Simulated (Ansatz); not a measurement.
Ansatz (a quantum-chemistry and plane-wave program) input (CCSD(T)/cc-pVQZ):

Ansatz 0.2 input:
```yaml
crystal:
  periodic: [false, false, false]
  atoms:
    - {symbol: N, position_ang: [-1.82059243, -1.20063113, 0.00639182]}
    - {symbol: B, position_ang: [-0.71708163, -0.47265060, 0.00252105]}
    - {symbol: Br, position_ang: [-0.59866374, 1.59467735, 0.03034863]}
    - {symbol: Br, position_ang: [1.14186827, -1.26797077, -0.03270329]}
    - {symbol: H, position_ang: [-2.68260339, -0.66705941, 0.02506514]}
basis:
  gaussian:
    orbitals: cc-pVQZ
total_charge: -1
magnetization: {spin_polarized: false}
correlation: {method: ccsd_t, electrons: outside_noble_gas}
```

Output:

```
Functional definition: HF
integrals: 2.13 GiB planned
1751 factors; integrals over basis functions are off by at most 1.2e-3 eV
2.85 GiB of device memory are held for the factors and their scratch space
mean field: 1.99 GiB planned
mean field evaluation 1: about -142171.1401 eV, gradient 3.5e1 eV
mean field evaluation 2: about -142171.2377 eV, gradient 3.5e1 eV
mean field evaluation 4: about -142174.2880 eV, gradient 3.0e0 eV
mean field evaluation 8: about -142174.3593 eV, gradient 4.7e-1 eV
mean field evaluation 16: about -142174.3609 eV, gradient 1.3e-6 eV
mean field -142174.36094892 eV, -5224.8113956299 hartree, gradient 1.3e-6 eV, S^2 0.000000; 0 other end points of the search recorded, 0 dependent functions left out
30 core orbitals not correlated
reference -142174.36094892 eV, -5224.8113956299 hartree; 12, 12 occupied and 234, 234 virtual orbitals, 1751 factors
second order -19.07714350 eV of doubles, -0.00000000 eV of singles
coupled cluster: 14.51 GiB planned
cycle   1  -19.19890674 eV  change   -1.2e-1 eV  update   9.8e-2
cycle   2  -19.62120581 eV  change   -4.2e-1 eV  update   2.9e-2
cycle   3  -19.72123718 eV  change   -1.0e-1 eV  update   1.5e-2
cycle   4  -19.71099325 eV  change    1.0e-2 eV  update   3.7e-3
cycle   5  -19.71007906 eV  change    9.1e-4 eV  update   2.0e-3
cycle   6  -19.71079228 eV  change   -7.1e-4 eV  update   5.6e-4
cycle   7  -19.71062188 eV  change    1.7e-4 eV  update   2.4e-4
cycle   8  -19.71062472 eV  change   -2.8e-6 eV  update   7.8e-5
cycle   9  -19.71065620 eV  change   -3.1e-5 eV  update   3.0e-5
cycle  10  -19.71065080 eV  change    5.4e-6 eV  update   1.1e-5
perturbative correction -0.99467586 eV, -0.0365536635 hartree
Total energy: -142195.06627558 eV, -5225.5723023498 hartree
```

It need not be the lowest isomer of its formula. Whether it binds its extra electron was not tested at this geometry.
